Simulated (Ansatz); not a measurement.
Results of the Gaussian-basis code of Ansatz.

A structure relaxed at PBE0-D4/def2-TZVP, charge 0, multiplicity 1:

Cartesian coordinates in Å:
```
C 1.010 1.004 0.527
C -0.084 0.070 1.011
C -1.426 0.367 0.368
O 0.280 -1.283 0.834
Sn 0.695 -2.491 -0.656
S 0.422 -0.978 -2.574
H 1.957 0.760 1.013
H 1.145 0.924 -0.555
H 0.762 2.042 0.761
H -0.191 0.205 2.096
H -2.186 -0.322 0.743
H -1.746 1.387 0.597
H -1.373 0.266 -0.720
H 0.735 -1.953 -3.444
```

(1) Give its formula and SMILES.

(2) Point group (tolerance 0.08 Å, 0.16 Å for H)?

(3) Summarise the bond lengths by kind.

Results:

(1) C3H8OSSn, `CC(C)[O][Sn][SH]`.

(2) Cs.

(3) 2 × C–C 1.517 Å; 7 × C–H 1.092 to 1.099 Å; 1 × C–O 1.413 Å; 1 × O–Sn 1.963 Å; 1 × S–Sn 2.458 Å; 1 × H–S 1.344 Å.
